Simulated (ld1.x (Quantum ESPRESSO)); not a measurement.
Hf, TM: configuration errors across variants

ld1.x (Quantum ESPRESSO) 7.5 input, shortened:

```
&input
   title='Hf', zed=72., rel=2, dft='REVPBE', iswitch=3,
   config='[Xe] 4f14 5d2 6s1.5 6p0.5', rel_dist='average'
 /
 &inputp
   pseudotype=2, tm=.true., lloc=0,
   nlcc=.true., rcore=0.95
 /
3
6P  2  1   0.50   0.00  4.20  4.20  0.0
5D  3  2   2.00   0.00  1.95  1.95  0.0
6S  1  0   1.50   0.00  2.95  2.95  0.0
 &test
   configts(1)='5d2 6s1.5 6p0.5'
 /
```

Open shells are filled in proportion to 2j + 1 (rel_dist='average').

All-electron excitation energies from the reference (eV): (1) 5d2 6s2 6p0 -1.859; (2) 5d2 6s1 6p0 6.047; (3) 5d2 6s0 6p0 20.080; (4) 5d1 6s0 6p0 41.744; (5) 5d1 6s2 6p0 4.582; (6) 5d2 6s0 6p2 5.873; (7) 5d2 6s1.5 6p0 1.368.

Errors AE − PS in meV (a dash: test not solved or not reliable):

| change | (1) | (2) | (3) | (4) | (5) | (6) | (7) | bound ghosts |
| --- | --- | --- | --- | --- | --- | --- | --- | --- |
| base | -0.8 | -5.7 | -41 | -254 | -64 | -13 | -1.5 | none |
| wave 6s (bound): rc 2.95 bohr becomes 6s (bound): rc 2.44 bohr | -0.7 | -5.3 | -39 | -258 | -56 | -12 | -1.6 | none |
| wave 6s (bound): rc 2.95 bohr becomes 6s (bound): rc 3.02 bohr | -0.8 | -5.6 | -41 | -257 | -62 | -13 | -1.6 | none |
| wave 6s (bound): rc 2.95 bohr becomes 6s (bound): rc 3.28 bohr | -0.9 | -4.6 | -41 | -283 | -46 | -17 | -1.6 | none |
| wave 6s (bound): rc 2.95 bohr becomes 6s (bound): rc 3.80 bohr | -1.8 | -2.4 | -51 | -368 | -7.8 | -33 | -1.7 | none |
| wave 6s (bound): rc 2.95 bohr becomes 6s (bound): rc 4.38 bohr | -4.4 | +1.2 | -101 | -570 | +59 | -75 | -1.5 | none |

Problem. Give the same row for: wave 6s (bound): rc 2.95 bohr becomes 6s (bound): rc 2.02 bohr.

Solution. -0.2, -2.6, -31, -293, +4.6, -19, -1.9; bound ghosts: none.
